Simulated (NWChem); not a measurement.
Program: NWChem. System: BeCl (+1), charge 1, spin multiplicity 1, at a geometry optimised with B3LYP/def2-SVP. The structure started from a generated list of species. Level: EOM-CCSD/aug-cc-pVDZ, 6 core orbitals frozen.

NWChem printed:

```
             Northwest Computational Chemistry Package (NWChem) 7.3.0
             --------------------------------------------------------

                                NWChem Input Module
                                -------------------

 Scaling coordinates for geometry "geometry" by  1.889725989
 (inverse scale =  0.529177249)

 Turning off AUTOSYM since
 SYMMETRY directive was detected!

                             Geometry "geometry" -> ""
                             -------------------------

 Output coordinates in angstroms (scale by  1.889725989 to convert to a.u.)

  No.       Tag          Charge          X              Y              Z
 ---- ---------------- ---------- -------------- -------------- --------------
    1 Be                   4.0000     0.00000000     0.00000000    -1.42188400
    2 Cl                  17.0000     0.00000000     0.00000000     0.33456100

 Effective nuclear repulsion energy (a.u.)      20.4868657612

            Nuclear Dipole moment (a.u.)
            ----------------------------
        X                 Y               Z
 ---------------- ---------------- ----------------
     0.0000000000     0.0000000000     0.0000018897

      Symmetry information
      --------------------

 Group name             C2v
 Group number             16
 Group order               4
 No. of unique centers     2

      Symmetry unique atoms

     1    2


 Summary of "ao basis" -> "" (spherical)
 ------------------------------------------------------------------------------
       Tag                 Description            Shells   Functions and Types
 ---------------- ------------------------------  ------  ---------------------
 *                        aug-cc-pvdz                 on all atoms

 Summary of "ao basis" -> "ao basis" (spherical)
 ------------------------------------------------------------------------------
       Tag                 Description            Shells   Functions and Types
 ---------------- ------------------------------  ------  ---------------------
 Be                       aug-cc-pvdz                9       23   4s3p2d
 Cl                       aug-cc-pvdz               11       27   5s4p2d

                                 NWChem SCF Module
                                 -----------------

  ao basis        = "ao basis"
  functions       =    50
  atoms           =     2
  closed shells   =    10
  open shells     =     0
  charge          =   1.00
[...]
  maxdiff =   0.40220890722765446

 No. of initial right vectors    1

 EOM-CCSD right-hand side iterations
 --------------------------------------------------------------
      Residuum       Omega / hartree  Omega / eV    Cpu    Wall
 --------------------------------------------------------------

 Iteration   1 using    1 trial vectors
   0.4624647027772   0.2521552689221    6.86150     0.2     0.2

 Iteration   2 using    2 trial vectors
   0.0991126824310   0.1564587298851    4.25746     0.1     0.1

 Iteration   3 using    3 trial vectors
   0.0365298213858   0.1508838056074    4.10576     0.1     0.1

 Iteration   4 using    4 trial vectors
   0.0136695673238   0.1501386114836    4.08548     0.1     0.1

 Iteration   5 using    5 trial vectors
   0.0043233144412   0.1498935173625    4.07881     0.1     0.1

 Iteration   6 using    6 trial vectors
   0.0014915477379   0.1498225016910    4.07688     0.1     0.1

 Iteration   7 using    7 trial vectors
   0.0005498251144   0.1498264288446    4.07699     0.1     0.1

 Iteration   8 using    8 trial vectors
   0.0001747691421   0.1498276781852    4.07702     0.1     0.1

 Iteration   9 using    9 trial vectors
   0.0000623552202   0.1498291955899    4.07706     0.1     0.1

 Iteration  10 using   10 trial vectors
   0.0000282304433   0.1498294426143    4.07707     0.1     0.1

 Iteration  11 using   11 trial vectors
   0.0000128043458   0.1498293347427    4.07707     0.1     0.1

 Iteration  12 using   12 trial vectors
   0.0000049955311   0.1498293490094    4.07707     0.1     0.1
 --------------------------------------------------------------
 Iterations converged
 ------------------

 Excited state root  1
 Excitation energy / hartree =        0.149829349009433
                   / eV      =        4.077065763300831
 largest EOMCCSD amplitudes: R1 and R2

 Singles contributions
    11a1  (alpha) ---    10b1  (alpha)        0.9207164993

 Doubles contributions
    11a1  (alpha)    12b1  (beta ) ---    10b1  (alpha)    10b1  (beta )       -0.1114971074
    12b1  (alpha)    11a1  (beta ) ---    10b1  (alpha)    10b1  (beta )       -0.1114971074

 =========================================
 Excited-state calculation ( b2  symmetry)
 =========================================
 Dim. of EOMCC iter. space      500

 EOMCCSD SOLVER TYPE  1
  maxdiff =   0.40220890722766223

 No. of initial right vectors    1

 EOM-CCSD right-hand side iterations
 --------------------------------------------------------------
      Residuum       Omega / hartree  Omega / eV    Cpu    Wall
 --------------------------------------------------------------

 Iteration   1 using    1 trial vectors
   0.4624647027772   0.2521552689222    6.86150     0.1     0.1

 Iteration   2 using    2 trial vectors
   0.0991126824310   0.1564587298851    4.25746     0.1     0.1

 Iteration   3 using    3 trial vectors
   0.0365298213858   0.1508838056074    4.10576     0.1     0.1

 Iteration   4 using    4 trial vectors
   0.0136695673238   0.1501386114836    4.08548     0.1     0.1

 Iteration   5 using    5 trial vectors
   0.0043233144412   0.1498935173625    4.07881     0.1     0.1

 Iteration   6 using    6 trial vectors
   0.0014915477379   0.1498225016910    4.07688     0.1     0.1

 Iteration   7 using    7 trial vectors
   0.0005498251144   0.1498264288446    4.07699     0.1     0.1

 Iteration   8 using    8 trial vectors
   0.0001747691421   0.1498276781852    4.07702     0.1     0.1

 Iteration   9 using    9 trial vectors
   0.0000623552202   0.1498291955899    4.07706     0.1     0.1

 Iteration  10 using   10 trial vectors
   0.0000282304433   0.1498294426143    4.07707     0.1     0.1

 Iteration  11 using   11 trial vectors
   0.0000128043458   0.1498293347427    4.07707     0.1     0.1

 Iteration  12 using   12 trial vectors
   0.0000049955311   0.1498293490094    4.07707     0.1     0.1
 --------------------------------------------------------------
 Iterations converged
 ------------------

 Excited state root  1
 Excitation energy / hartree =        0.149829349009436
                   / eV      =        4.077065763300900
 largest EOMCCSD amplitudes: R1 and R2

 Singles contributions
    11a1  (alpha) ---     9b2  (alpha)        0.9207164993

 Doubles contributions
    11a1  (alpha)    13b2  (beta ) ---     9b2  (alpha)     9b2  (beta )       -0.1114971074
    13b2  (alpha)    11a1  (beta ) ---     9b2  (alpha)     9b2  (beta )       -0.1114971074

 Task  times  cpu:        9.3s     wall:        9.3s

 Total times  cpu:        9.4s     wall:        9.4s
```

Question: Write an NWChem input that would produce this output.

Answer: Several could match; the one computed here: 
```
start mol
memory heap 100 mb stack 700 mb global 1900 mb
charge 1
geometry units angstroms nocenter noautoz
  Be     0.000000     0.000000    -1.421884
  Cl     0.000000     0.000000     0.334561
  symmetry group C2v
end
basis spherical
  * library aug-cc-pvdz
end
scf
  rhf
  nopen 0
  maxiter 100
  thresh 1e-7
  semidirect memsize 60000000 filesize 0
end
tce
  freeze core 6
  ccsd
  nroots 1
  2eorb
  2emet 13
  thresh 1e-5
  maxiter 200
  tilesize 24
end
task tce energy
```
